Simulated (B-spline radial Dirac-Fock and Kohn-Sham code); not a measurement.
# Relativistic shifts of the levels of Au⁴³⁺

System: the Au⁴³⁺ ion, configuration [Ar] 3d10 4s2 4p6.

Both columns are ΔSCF binding energies of the configuration average from a radial finite-basis atomic code: non-relativistic Hartree-Fock with a point nucleus, and Dirac-Fock with a finite nucleus and the Coulomb interaction alone, averaged over the two j levels with weights 2j+1.

| shell | Hartree-Fock (eV) | Dirac-Fock (eV) | shift (eV) | shift (%) |
| --- | --- | --- | --- | --- |
| 1s | 75671.2 | 83269.2 | +7597.94 | +10.04 |
| 2s | 14478.7 | 16527.8 | +2049.11 | +14.15 |
| 2p | 13980.9 | 14677.3 | +696.31 | +4.98 |
| 3s | 4938.7 | 5474.7 | +536.03 | +10.85 |
| 3p | 4709.8 | 4918.5 | +208.72 | +4.43 |
| 3d | 4291.7 | 4280.2 | -11.53 | -0.27 |
| 4s | 2344.4 | 2526.3 | +181.88 | +7.76 |
| 4p | 2233.3 | 2308.3 | +74.96 | +3.36 |

Relativity binds 1s, 2s, 2p, 3s, 3p, 4s, 4p more strongly, among those listed most of all 2s in relative terms, and 3d more weakly, because the contracted s and p shells screen the nucleus better.

Values without a named source are computed, but for edge energies of neutral atoms, which are taken from tables.
